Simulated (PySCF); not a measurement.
selenium dioxide (O₂Se), SMILES O=[Se]=O. Atoms are numbered in the order given.

```xyz
3

O      0.0000    -1.3340     0.5929
Se     0.0000     0.0000    -0.2790
O      0.0000     1.3340     0.5929
```
Charge 0, spin multiplicity 1.

Geometry optimised at ωB97X-D3(BJ)/def2-TZVP.

Two levels are set side by side: PBE/pcSseg-2 (PySCF) and KT2/pcSseg-2 (PySCF). GIAO shifts against H2O (¹⁷O), Me2Se (⁷⁷Se) at the same level; non-relativistic, no solvent, atoms listed together averaged. Differences are taken from unrounded values.

```csv
quantity,KT2,PBE,PBE minus KT2
"δ(¹⁷O) of O1, O3 (ppm)",841.3,877.4,36.1
δ(⁷⁷Se) of Se2 (ppm),1815.6,1903.9,88.3
```

Rough cost on one machine, each run with all the roots and properties that it gave: KT2 against PBE within a factor of 2.
